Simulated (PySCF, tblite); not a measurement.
Isomers of C6H9ClSi, one GFN2-xTB conformer each. Single-point energies are computed at PBE0/pcSseg-1 (PySCF, gas phase, no added dispersion term), electronic only.

Problem. Rank them by PBE0/pcSseg-1 energy, lowest first (kcal/mol).
A. `[CH2:1]=[CH:2][CH2:3][C:4]#[C:5][SiH2:6][CH2:7][Cl:8]` with C1–C2–C3–C4 122°, C5–Si6–C7–Cl8 180°
B. `[CH2:1]=[C:2]1[SiH2:3][C@@H:4]1[C:5]1([Cl:6])[CH2:7][CH2:8]1` with Si3–C4–C5–Cl6 82°

Solution. A (0.0), B (16.2).

As drawn, the lower has a C≡C bond, which the higher lacks; the higher has a three-membered ring, which the lower lacks. GFN2-xTB itself gives, in the same order: 0.0, 2.5. Both levels put the same isomer lowest.

Problem. Which frontier levels, dipoles and rotational constants go with these structures?

Solution. 
```json
{"SMILES": "C=CCC#C[SiH2]CCl", "HOMO (eV, PBE0/pcSseg-1)": "-7.73", "LUMO (eV)": "-0.38", "dipole (D)": "3.25", "A, B, C (MHz)": "3540, 406.7, 372.1"}
{"SMILES": "C=C1[SiH2][C@@H]1C1(Cl)CC1", "HOMO (eV, PBE0/pcSseg-1)": "-7.06", "LUMO (eV)": "-0.75", "dipole (D)": "2.00", "A, B, C (MHz)": "2135, 1136, 844.1"}
```

Problem. What happens when harmonic zero-point energies from GFN2-xTB frequencies are added?

Solution. 
```
                    SMILES  ZPE (kcal/mol)  electronic (kcal/mol)  with ZPE (kcal/mol)
          C=CCC#C[SiH2]CCl            76.8                    0.0                  0.0
C=C1[SiH2][C@@H]1C1(Cl)CC1            78.2                   16.2                 17.6
```

The zero-point energies span 1.4 kcal/mol. The order is unchanged.
